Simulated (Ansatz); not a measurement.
`COc1ccc(-c2ccc(-c3ccc(-c4ccc(-c5ccc(-c6ccc(-c7ccc(-c8ccc(C(F)=C(F)F)cc8)s7)s6)s5)s4)s3)s2)cc1`, relaxed as a singlet with RKS r2SCAN-D4/def2-SVP in Ansatz, starting from the GFN2-xTB geometry. Force threshold 0.03 eV/Å.

Single mean-field runs in def2-SVP are fitted with def2-universal-jkfit.

Start:

```xyz
72

C    -2.460   14.377    4.682
O    -2.814   13.733    5.881
C    -2.676   12.383    5.961
C    -2.214   11.561    4.937
C    -2.116   10.198    5.138
C    -2.465    9.608    6.353
C    -2.347    8.181    6.544
C    -2.565    7.441    7.682
C    -2.362    6.069    7.515
C    -1.984    5.723    6.237
C    -1.727    4.421    5.723
C    -1.812    3.218    6.392
C    -1.525    2.114    5.588
C    -1.209    2.445    4.289
C    -0.876    1.571    3.220
C    -0.501    1.886    1.933
C    -0.243    0.768    1.138
C    -0.421   -0.428    1.795
C    -0.257   -1.750    1.304
C    -0.498   -2.930    1.973
C    -0.235   -4.067    1.211
C     0.216   -3.784   -0.062
C     0.576   -4.716   -1.074
C     0.606   -6.092   -0.971
C     0.997   -6.729   -2.148
C     1.273   -5.858   -3.179
C     1.678   -6.176   -4.504
C     1.920   -5.324   -5.557
C     2.292   -5.985   -6.730
C     2.344   -7.354   -6.607
C     2.691   -8.343   -7.596
C     2.726   -9.704   -7.271
C     3.068  -10.650   -8.208
C     3.392  -10.278   -9.516
C     3.757  -11.315  -10.468
F     3.839  -12.568   -9.964
C     4.020  -11.218  -11.775
F     4.344  -12.247  -12.548
F     3.996  -10.099  -12.490
C     3.355   -8.921   -9.852
C     3.011   -7.978   -8.910
S     1.919   -7.830   -4.984
S     1.047   -4.207   -2.670
S     0.309   -2.062   -0.313
S    -0.916   -0.157    3.446
S    -1.268    4.172    4.062
S    -1.872    7.139    5.232
C    -2.931   10.446    7.374
C    -3.036   11.803    7.180
H    -3.076   14.036    3.844
H    -2.642   15.437    4.853
H    -1.403   14.227    4.442
H    -1.928   11.969    3.981
H    -1.757    9.572    4.333
H    -2.863    7.874    8.619
H    -2.489    5.351    8.305
H    -2.079    3.142    7.430
H    -1.543    1.096    5.935
H    -0.416    2.902    1.592
H     0.066    0.818    0.108
H    -0.857   -2.951    2.986
H    -0.375   -5.069    1.573
H     0.352   -6.618   -0.070
H     1.078   -7.796   -2.259
H     1.827   -4.255   -5.469
H     2.516   -5.463   -7.643
H     2.481  -10.013   -6.266
H     3.088  -11.693   -7.931
H     3.600   -8.594  -10.848
H     2.991   -6.939   -9.197
H    -3.217   10.030    8.326
H    -3.398   12.449    7.964
```

```
step   energy (eV)  largest force component (eV/Å)  SCF passes
   1  -115937.6092                           0.978          23
   2  -115937.8945                           0.436          22
   3  -115937.9239                           0.076          22
   4  -115937.9243                           0.074          16
   5  -115937.9251                           0.043          22
   6  -115937.9269                           0.014          21
```

Force components are those of the run's own axes.

End:

Cartesian coordinates in Å:
```
C -2.472 14.470 4.673
O -2.809 13.841 5.891
C -2.674 12.498 5.978
C -2.204 11.675 4.943
C -2.107 10.297 5.144
C -2.467 9.695 6.364
C -2.366 8.257 6.575
C -2.571 7.524 7.739
C -2.389 6.135 7.581
C -2.038 5.767 6.286
C -1.786 4.446 5.777
C -1.866 3.236 6.462
C -1.562 2.118 5.663
C -1.241 2.441 4.347
C -0.891 1.568 3.264
C -0.509 1.878 1.962
C -0.246 0.745 1.166
C -0.421 -0.460 1.840
C -0.255 -1.805 1.370
C -0.481 -2.999 2.051
C -0.221 -4.146 1.280
C 0.214 -3.862 -0.013
C 0.565 -4.798 -1.044
C 0.603 -6.188 -0.951
C 0.987 -6.820 -2.147
C 1.254 -5.934 -3.187
C 1.667 -6.222 -4.531
C 1.919 -5.352 -5.587
C 2.309 -6.008 -6.773
C 2.366 -7.392 -6.658
C 2.724 -8.387 -7.658
C 2.775 -9.763 -7.353
C 3.118 -10.708 -8.311
C 3.428 -10.321 -9.631
C 3.778 -11.359 -10.588
F 3.823 -12.617 -10.103
C 4.059 -11.251 -11.903
F 4.361 -12.276 -12.665
F 4.062 -10.119 -12.576
C 3.381 -8.944 -9.947
C 3.038 -8.007 -8.982
S 1.923 -7.871 -5.037
S 1.015 -4.288 -2.651
S 0.297 -2.134 -0.255
S -0.919 -0.164 3.489
S -1.323 4.171 4.117
S -1.943 7.180 5.268
C -2.938 10.546 7.392
C -3.038 11.916 7.206
H -3.091 14.097 3.837
H -2.666 15.541 4.813
H -1.406 14.324 4.424
H -1.907 12.092 3.979
H -1.732 9.677 4.324
H -2.839 7.986 8.690
H -2.505 5.412 8.390
H -2.142 3.172 7.515
H -1.571 1.088 6.029
H -0.424 2.907 1.605
H 0.063 0.793 0.120
H -0.835 -3.028 3.084
H -0.351 -5.166 1.647
H 0.362 -6.725 -0.032
H 1.073 -7.903 -2.263
H 1.820 -4.268 -5.493
H 2.547 -5.479 -7.697
H 2.543 -10.104 -6.339
H 3.149 -11.765 -8.042
H 3.617 -8.600 -10.954
H 3.011 -6.953 -9.266
H -3.241 10.122 8.352
H -3.404 12.571 8.001
```

By distances, no bond broke or formed. The bond that changes most is C16–H59, from 1.08 to 1.09 Å (atoms count from 1).

No frequencies were taken in this run, so the end may be a saddle point.

Run time 50 s (5 threads of AMD EPYC 7R13 on a shared host and a share (37 GiB) of an NVIDIA H100 80GB HBM3), peak host memory 1.4 GiB.
